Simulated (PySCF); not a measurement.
Job file and geometry (Å, from GFN2-xTB) of an NMR shielding run on `InChI=1S/CH11PSSi3/c1-3-6(4)5-2/h6H,2,5H2,1,4H3/t6-/m0/s1`, GIAO PBE0/pcSseg-1 NMR shielding, non-relativistic, gas phase (PySCF); density fitting, a coarse starting grid and PySCF grid level 2 are the driver's defaults:

```
$ OMP_NUM_THREADS=1 python probes_run.py task.json out

{"job": {"kind": "nmr", "xc": "PBE0", "basis": "pcSseg-1"}, "charge": 0, "multiplicity": 1}
C      3.179912    -0.097290    -0.364760
S      1.750774    -0.655495    -1.335633
Si     0.192735    -0.374453     0.145824
Si     0.129034     1.841021     0.901782
Si    -1.690906    -1.309198    -0.833441
P     -3.304415    -0.799221     0.635400
H      4.059011    -0.234433    -0.985446
H      3.263608    -0.698434     0.535195
H      3.061660     0.951807    -0.110272
H      0.668462    -1.235629     1.249594
H      0.510178     2.804062    -0.136216
H     -1.234694     2.150603     1.331533
H      1.023720     2.084667     2.038629
H     -2.032385    -0.799469    -2.169179
H     -1.734815    -2.773044    -0.944175
H     -4.331318    -1.316526    -0.118705
H     -3.517560     0.473062     0.149960
```

Task: Write the output of this run.

Result: 
```
coarse grid: 16032 points
cycle   1  E = -1651.9413721202  dE =  8.896e-02  |g| = 2.734e-01  |ddm| = 3.695e+00
cycle   2  E = -1651.9393143203  dE =  2.058e-03  |g| = 2.897e-01  |ddm| = 8.854e-01
cycle   3  E = -1651.9642734761  dE = -2.496e-02  |g| = 4.348e-02  |ddm| = 5.325e-01
cycle   4  E = -1651.9647882401  dE = -5.148e-04  |g| = 1.308e-02  |ddm| = 8.145e-02
cycle   5  E = -1651.9648398501  dE = -5.161e-05  |g| = 3.606e-03  |ddm| = 2.490e-02
cycle   6  E = -1651.9648428326  dE = -2.982e-06  |g| = 1.099e-03  |ddm| = 5.447e-03
final grid: 129752 points
cycle   7  E = -1651.9997926834  dE = -2.099e-05  |g| = 5.178e-03  |ddm| = 2.285e-02
cycle   8  E = -1651.9997899677  dE =  2.716e-06  |g| = 5.955e-03  |ddm| = 9.995e-03
cycle   9  E = -1651.9997986455  dE = -8.678e-06  |g| = 4.964e-04  |ddm| = 5.794e-03
cycle  10  E = -1651.9997987109  dE = -6.540e-08  |g| = 1.324e-04  |ddm| = 8.486e-04
cycle  11  E = -1651.9997987166  dE = -5.664e-09  |g| = 2.905e-05  |ddm| = 2.590e-04
cycle  12  E = -1651.9997987168  dE = -2.747e-10  |g| = 7.991e-06  |ddm| = 5.725e-05
converged SCF energy = -1651.9997987168

GIAO shielding tensors (ppm)
atom      isotropic    diamagn.    paramagn.     s11        s22        s33       span
  0 C      167.537     252.083     -84.547    154.402    159.472    188.735     34.333
  1 S      711.654    1059.601    -347.947    604.428    637.374    893.161    288.734
  2 Si     398.339     881.031    -482.691    338.561    383.438    473.018    134.457
  3 Si     463.173     881.035    -417.861    429.267    474.877    485.376     56.109
  4 Si     437.418     880.621    -443.203    404.683    440.171    467.400     62.717
  5 P      631.636     967.151    -335.515    567.598    602.507    724.803    157.205
  6 H       29.503      28.597       0.906     23.352     26.339     38.818     15.466
  7 H       29.757      30.464      -0.707     24.836     27.503     36.933     12.097
  8 H       29.787      30.932      -1.145     23.875     29.004     36.483     12.607
  9 H       26.791      30.642      -3.851     23.229     25.632     31.512      8.283
 10 H       28.183      29.802      -1.618     24.864     26.172     33.513      8.649
 11 H       28.311      30.060      -1.749     23.782     27.922     33.229      9.447
 12 H       27.936      29.575      -1.639     24.396     25.794     33.619      9.223
 13 H       27.255      29.913      -2.659     23.029     25.978     32.757      9.728
 14 H       27.473      29.497      -2.024     23.480     25.834     33.106      9.625
 15 H       30.533      28.978       1.556     24.638     26.782     40.180     15.542
 16 H       30.820      30.648       0.171     25.101     28.917     38.441     13.340
```

Task: Turn these shieldings into chemical shifts. Referencing at the same level of theory: ¹³C (σref 186.93), ²⁹Si (σref 349.16), ¹H (σref 31.72) against TMS; ³³S (σref 503.73) against CS2; ³¹P (σref 318.38) vs H3PO4.

Result: Averaging equivalent atoms: C 0: 19.4; S 1: -208; Si 2: -49.2; Si 4: -88.3; Si 3: -114.0; P 5: -313.3; H 9: 4.93; H 13: 4.46; H 14: 4.24; H 10/11/12: 3.57; H 6/7/8: 2.03; H 15/16: 1.04 ppm. Experimental scales use liquid or dissolved standards, which lie at an offset from isolated H3PO4.

Size and cost of the density-fitted run: 192 basis functions, 59 s wall time on 1 thread of an Arm Neoverse N1, shared host; peak memory 0.8 GiB.
